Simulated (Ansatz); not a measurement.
A made-up structure of BH$_{2}$Se, doublet:

```xyz
4
angstrom
B -0.1704 0.0383 -0.0878
Se 1.6479 -0.3703 0.8490
H -1.2435 -0.7017 0.2205
H -0.2340 1.0337 -0.9817
```

It is relaxed with PBE-D4/def2-SVP and then PBE0-D4/def2-TZVP (Ansatz 0.2.0). Atoms count as bonded within 1.22 times the sum of their covalent radii (H–H: 0.88 Å). The end point is not checked to be a true minimum.

Problem. Does its bonding change? (A judgement: the text doesn't fix the answer.)

Solution. The calculation gives: No: no bond forms or breaks.

Where it ends: The first stage lowers the energy by 0.65 eV in 5 steps. It ends as BH₂Se ([BH2][Se]):
B1  (-0.152, 0.034, -0.078)
Se2  (1.471, -0.331, 0.758)
H3  (-1.110, -0.626, 0.197)
H4  (-0.209, 0.923, -0.877)
(Å)

Labels in which every atom is bracketed show which atoms are joined, not bond orders.

For scale, one of the runs: PBE0-D4/def2-TZVP relaxation, 91 basis functions, launched by `ansatz run in.yaml --threads 2 --pin off --events-out ev --progress --plain --max-ram 4352MiB`. The run took about 11 s on 2 CPU threads of an Arm Neoverse V1 (shared host).
